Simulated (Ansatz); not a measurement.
C4H6F2O can be A, `F[C@H]1COC[C@@H]1F`, or B, `F[C@@H]1CC[C@H](F)O1`.

Gas-phase electronic energies from Ansatz, PBE0-D4/def2-TZVP geometries. CCSD(T)/CBS is the MP2 limit (def2-TZVPP, def2-QZVPP) plus CCSD(T) − MP2 in def2-TZVPP, frozen cores. Functionals use def2-TZVPP. B3LYP here is the variant with VWN-RPA as its local correlation; programs differ in this.

Q: Which is lower in electronic energy at CCSD(T)/CBS, and by how much? (Estimate.)

A: Ansatz gave: B, by 74.6 kJ/mol.

Q: Give E(B) − E(A) in kJ/mol with PBE-D4, B3LYP-D4, LDA (SPW92), ωB97M-V, CCSD(T)/def2-TZVPP, CCSD(T)/def2-SVP, MP2/def2-TZVPP. (Best estimate.)

A: Ansatz gave: PBE-D4 -75.7, B3LYP-D4 -71.6, LDA (SPW92) -80.4, ωB97M-V -75.2, CCSD(T)/def2-TZVPP -75.8, CCSD(T)/def2-SVP -78.5, MP2/def2-TZVPP -79.0. None reverses the order clearly.

Q: Does the order hold for the free energy at 298.15 K (harmonic terms from PBE0-D4)? (An estimate is asked.)

A: Ansatz gave: Yes: G(B) − G(A) = -73.5 kJ/mol.

Largest T1 diagnostic: 0.012.

In def2-TZVPP, CCSD(T) changes the Hartree–Fock value by −3.5 kJ/mol (the triples alone add −1.2 kJ/mol) and MP2 by −6.7 kJ/mol. At CCSD(T), def2-SVP lies −3.9 kJ/mol from the extrapolated value and def2-TZVPP −1.2 kJ/mol.
